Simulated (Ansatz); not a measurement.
`BC1OC1=C` → `BC1=CCO1`  (isomerisation)

Isolated molecules relaxed with PBE0-D4/def2-TZVP in Ansatz; ΔE leaves out vibrations. CCSD(T)/CBS is the MP2 limit (def2-TZVPP, def2-QZVPP) plus CCSD(T) − MP2 in def2-TZVPP, frozen cores. DFT in def2-TZVPP.

`BC1OC1=C`:

```xyz
10

B    -1.116    0.722    1.115
C     0.331    0.275    0.889
O     0.597   -1.192    0.780
C     0.516   -0.487   -0.338
C     0.579   -0.613   -1.645
H    -1.356    1.891    1.177
H    -1.985   -0.093    1.159
H     1.206    0.820    1.234
H     0.797   -1.573   -2.096
H     0.431    0.250   -2.277
```

`BC1=CCO1`:

Z-matrix (Å, degrees):
```
C
O 1 1.448
C 1 1.971 2 45.2
C 1 1.491 2 88.4 3 0.0
H 1 1.093 2 111.2 3 -118.3
H 1 1.093 2 111.2 3 118.3
B 3 1.523 2 126.9 1 180.0
H 4 1.078 1 136.5 2 -180.0
H 7 1.193 3 121.3 2 -0.0
H 7 1.194 3 117.6 2 -180.0
```

```tsv
level	ΔE (kJ/mol)
revPBE-D4	-21.1
PBE0-D4	-25.5
r2SCANh	-20.0
CAM-B3LYP	-25.2
RPA@PBE/def2-TZVPP	-32.4
CCSD/def2-SVP	-29.9
SCS-MP2/def2-TZVPP	-29.2
CCSD/CBS(def2)	-30.4
```

(1) What does CCSD(T)/CBS give? (Estimate.)

(2) What do rigid-rotor, harmonic-oscillator terms from PBE0-D4/def2-TZVP frequencies (298.15 K, 1 bar) make of the CCSD(T)/CBS value? (Best estimate.)

Largest T1 diagnostic among the species: 0.014.

## Answers

(1) Ansatz gave: -31.2 kJ/mol. The listed levels differ from it by 10.1, 5.7, 11.2, 6.0, -1.2, 1.3, 2.0, 0.8 kJ/mol.

(2) The calculation gave: ΔZPE = +3.7 kJ/mol, ΔH = -28.4 kJ/mol, ΔS = -6 J/(mol·K), ΔG = -26.5 kJ/mol.

From BLYP to BHLYP (50 % exact exchange), in def2-TZVPP and without D4, ΔE moves by −7.5 kJ/mol. Leaving LDA and LC-ωPBE aside and taking each functional with its dispersion term where it has one, the values, not all of them listed here, spread over 10.3 kJ/mol, from PBE-QIDH to r2SCAN-D4. LDA lies −9.3 kJ/mol from PBE without D4.
